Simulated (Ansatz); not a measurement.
Correlation energies of `C#[C][In]([CH3])[CH3]` by basis set

Cartesian coordinates in Å:
```
C -0.024 -2.089 2.413
C -0.015 -1.297 1.497
In 0.000 0.088 -0.103
C -0.995 1.948 0.284
C 1.011 -0.569 -1.877
H -0.033 -2.788 3.219
H -2.054 1.758 0.471
H -0.901 2.645 -0.548
H -0.577 2.404 1.184
H 0.606 -1.534 -2.189
H 2.071 -0.710 -1.656
H 0.910 0.144 -2.694
```

The species carries charge 0 and has multiplicity 1. Correlated methods include outer-core shells of In, which these sets cover unevenly. In: def2 effective core potential. Geometry: relaxed with PBE0-D4/def2-TZVP. Frozen core, restricted reference, the Gaussian-basis code of Ansatz.

```csv
basis,HF (Eh),MP2 corr.
def2-SVP,-344.55753,-0.62955
def2-TZVPP,-344.74387,-0.95126
def2-QZVPP,-344.75215,-1.17949
```

Question: Estimate the CCSD correlation energy and the (T) correction in each basis where they were run (hartree).

Answer: 
```json
{"basis": "def2-SVP", "CCSD corr.": "-0.67981", "(T)": "-0.02528"}
{"basis": "def2-TZVPP", "CCSD corr.": "-0.97895", "(T)": "-0.04169"}
```
